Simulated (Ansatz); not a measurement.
C₂₁H₂₁BrS⁻, that is tri-p-tolylsulfonium bromide with one electron more. The state is a doublet with charge -1. Geometry PBE-D4/def2-SVP; atoms count from 1.

Cartesian coordinates in Å:
```
C 0.7389 -3.7144 4.0549
C 0.6594 -2.9652 2.7493
C 1.5335 -3.2898 1.6767
C 1.4952 -2.5970 0.4670
C 0.5560 -1.5559 0.2990
S 0.8007 -0.4772 -1.1315
C 1.2745 1.1253 -0.5242
C 2.5731 1.5558 -0.9201
C 3.1687 2.6620 -0.3256
C 2.5177 3.3853 0.7211
C 3.1923 4.5596 1.3774
C 1.2385 2.9407 1.1163
C 0.6103 1.8388 0.5248
C -0.9388 -0.2171 -1.6455
C -1.4298 1.0652 -1.9171
C -2.7305 1.2070 -2.4279
C -3.5341 0.0799 -2.6972
C -4.9285 0.2286 -3.2559
C -2.9932 -1.1987 -2.4446
C -1.7020 -1.3650 -1.9268
C -0.3411 -1.2259 1.3379
C -0.2763 -1.9328 2.5488
H -0.0855 -3.4303 4.7402
H 0.6874 -4.8148 3.9007
H 1.6963 -3.5175 4.5883
H 2.2418 -4.1273 1.7929
H 2.1171 -2.8862 -0.3974
H 3.1014 0.9955 -1.7088
H 4.1625 2.9910 -0.6735
H 4.1030 4.2601 1.9477
H 3.5300 5.3171 0.6333
H 2.5140 5.0718 2.0906
H 0.7113 3.4836 1.9203
H -0.4022 1.5525 0.8391
H -0.7982 1.9458 -1.7269
H -3.1280 2.2168 -2.6239
H -5.0298 -0.2814 -4.2380
H -5.1999 1.2935 -3.4001
H -5.6883 -0.2251 -2.5835
H -3.5936 -2.0953 -2.6743
H -1.2407 -2.3630 -1.7982
H -1.1201 -0.4652 1.1801
H -0.9874 -1.6855 3.3556
Br 0.9245 -3.3456 -2.8208
```

Single mean-field runs in def2-TZVP are fitted with def2-universal-jkfit. In the doublet geometry the species has come apart into loosely held pieces.

(1) Estimate the Mulliken populations of the heavy atoms from the PBE0/def2-TZVP orbitals of Ansatz.

(2) Where does the spin sit?

(3) And the Mayer bond orders between bonded heavy atoms (over 0.3)?

Answers

(1) 
```json
{"atom": "C1", "charge (e)": "-0.41", "spin (α − β)": "-0.01"}
{"atom": "C2", "charge (e)": "0.20", "spin (α − β)": "0.10"}
{"atom": "C3", "charge (e)": "-0.23", "spin (α − β)": "-0.01"}
{"atom": "C4", "charge (e)": "-0.11", "spin (α − β)": "0.03"}
{"atom": "C5", "charge (e)": "0.09", "spin (α − β)": "0.07"}
{"atom": "S6", "charge (e)": "0.20", "spin (α − β)": "0.15"}
{"atom": "C7", "charge (e)": "0.10", "spin (α − β)": "0.10"}
{"atom": "C8", "charge (e)": "-0.21", "spin (α − β)": "0.06"}
{"atom": "C9", "charge (e)": "-0.22", "spin (α − β)": "-0.01"}
{"atom": "C10", "charge (e)": "0.17", "spin (α − β)": "0.24"}
{"atom": "C11", "charge (e)": "-0.41", "spin (α − β)": "-0.03"}
{"atom": "C12", "charge (e)": "-0.20", "spin (α − β)": "-0.11"}
{"atom": "C13", "charge (e)": "-0.24", "spin (α − β)": "0.25"}
{"atom": "C14", "charge (e)": "0.10", "spin (α − β)": "0.03"}
{"atom": "C15", "charge (e)": "-0.14", "spin (α − β)": "0.00"}
{"atom": "C16", "charge (e)": "-0.25", "spin (α − β)": "0.01"}
{"atom": "C17", "charge (e)": "0.22", "spin (α − β)": "0.01"}
{"atom": "C18", "charge (e)": "-0.41", "spin (α − β)": "0.00"}
{"atom": "C19", "charge (e)": "-0.25", "spin (α − β)": "0.00"}
{"atom": "C20", "charge (e)": "-0.12", "spin (α − β)": "0.01"}
{"atom": "C21", "charge (e)": "-0.19", "spin (α − β)": "0.11"}
{"atom": "C22", "charge (e)": "-0.23", "spin (α − β)": "-0.05"}
{"atom": "Br44", "charge (e)": "-0.84", "spin (α − β)": "0.00"}
```
Mulliken values and Mayer orders depend strongly on the basis.

(2) Summed by element: C 0.81, S 0.15, H 0.04, Br 0.00, of 1 unpaired in all. Largest on single atoms: C13 0.25, C10 0.24, S6 0.15.

(3) C1–C2 0.93 (1.51 Å); C2–C3 1.29 (1.42 Å); C2–C22 1.41 (1.41 Å); C3–C4 1.48 (1.39 Å); C4–C5 1.34 (1.41 Å); C5–S6 0.95 (1.81 Å); C5–C21 1.36 (1.41 Å); S6–C7 1.05 (1.78 Å); S6–C14 0.88 (1.83 Å); C7–C8 1.27 (1.42 Å); C7–C13 1.20 (1.43 Å); C8–C9 1.53 (1.39 Å); C9–C10 1.22 (1.43 Å); C10–C11 0.94 (1.50 Å); C10–C12 1.38 (1.41 Å); C12–C13 1.47 (1.40 Å); C14–C15 1.36 (1.40 Å); C14–C20 1.39 (1.41 Å); C15–C16 1.42 (1.40 Å); C16–C17 1.38 (1.41 Å); C17–C18 0.92 (1.51 Å); C17–C19 1.32 (1.41 Å); C19–C20 1.43 (1.40 Å); C21–C22 1.44 (1.40 Å).
